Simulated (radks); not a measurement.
Q: All-electron atom: Ga I in [Ar] 3d10 4s2 4p1 (the NIST ground configuration). Calculated with a radial shooting solver on a logarithmic mesh with Libxc functionals: Dirac Kohn-Sham, PBE, spin-unpolarised, spherical densities, point nucleus; open shells are shared between the two j in proportion to 2j + 1; speed of light set to 1370.36 atomic units (10 times the physical value, a model run). Some entries of the table are withheld. Estimate them.

orbital      occ.  eigenvalue (eV)  <r^2> (bohr^2)
1s1/2           2        -10092.92        0.003272
2s1/2           2              (1)         0.05780
2p1/2           2        -1091.861         0.04520
2p3/2           4        -1091.593         0.04522
3s1/2           2        -143.3475          0.5066
3p1/2           2         -97.7657             (2)
3p3/2           4         -97.7307             (3)
3d3/2           4              (4)             (5)
3d5/2           6              (6)             (7)
4s1/2           2          -8.7123           6.607
4p1/2    0.333333              (8)           14.19
4p3/2    0.666667              (9)           14.20

A: 
(1) 2s1/2 eigenvalue (eV): -1232.402
(2) 3p1/2 <r^2> (bohr^2): 0.5514
(3) 3p3/2 <r^2> (bohr^2): 0.5515
(4) 3d3/2 eigenvalue (eV): -19.7709
(5) 3d3/2 <r^2> (bohr^2): 0.8509
(6) 3d5/2 eigenvalue (eV): -19.7662
(7) 3d5/2 <r^2> (bohr^2): 0.8510
(8) 4p1/2 eigenvalue (eV): -2.6167
(9) 4p3/2 eigenvalue (eV): -2.6156
